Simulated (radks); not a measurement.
Results of a calculation; reference values are marked as such.
Q: These are the eigenvalues of the occupied orbitals of an atom or ion with whole-number occupations (eV). Code: a radial shooting solver on a logarithmic mesh with Libxc functionals. Model: Dirac Kohn-Sham, SOGGA, spin-unpolarised, spherical densities, finite nucleus; Fermi nuclear charge, rms radius of each element as measured or else 0.836 A^(1/3) + 0.57 fm.

| orbital | eigenvalue |
|---|---|
| 1s1/2 | -53582.30 |
| 2s1/2 | -8929.753 |
| 2p1/2 | -8495.179 |
| 2p3/2 | -7695.460 |
| 3s1/2 | -1997.828 |
| 3p1/2 | -1807.940 |
| 3p3/2 | -1641.885 |
| 3d3/2 | -1314.861 |
| 3d5/2 | -1278.586 |
| 4s1/2 | -405.8540 |
| 4p1/2 | -330.9374 |
| 4p3/2 | -293.7902 |
| 4d3/2 | -170.3150 |
| 4d5/2 | -163.5919 |
| 5s1/2 | -62.8190 |
| 5p1/2 | -42.6377 |
| 5p3/2 | -37.8997 |
| 4f5/2 | -17.3555 |
| 4f7/2 | -16.4768 |

Which element is it, and in what charge state? The configuration may be excited. Open shells, if any, fill j = l - 1/2 first.

A: Z = 66, dysprosium, charge +2: Dy2+ in [Xe] 4f10. The list shows which subshells hold electrons but not how many an open one holds; the 1s level, -1969.1 hartree, gives Z - s = 62.8 by -(Z - s)^2/2, which with screening and relativity narrows Z to a few neighbours, and the depths of the outer levels then fix element, charge and occupations together.
